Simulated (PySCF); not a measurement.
Vertical excitations of a molecule C₄H₆F₂ from TDA-PBE/def2-SVPD (PySCF), as energy in eV (oscillator strength): 6.68 (0.034), 6.76 (0.029), 7.38 (0.192), 7.54 (0.068), 7.85 (0.072), 7.89 (0.064), 8.01 (0.017), 8.13 (0.002), 8.21 (0.037), 8.33 (0.007). Lowest triplet (TDA): 4.36 eV. Geometry optimised at PBE0-D3(BJ)/def2-SVP. One conformer was computed; it need not be the lowest.

Question: Identify the compound among the candidates.
A. C[C@@]1(F)C[C@@H]1F
B. C=C(C)C(F)F
C. C=CCC(F)F
D. FC(F)C1CC1

Answer: B, C=C(C)C(F)F
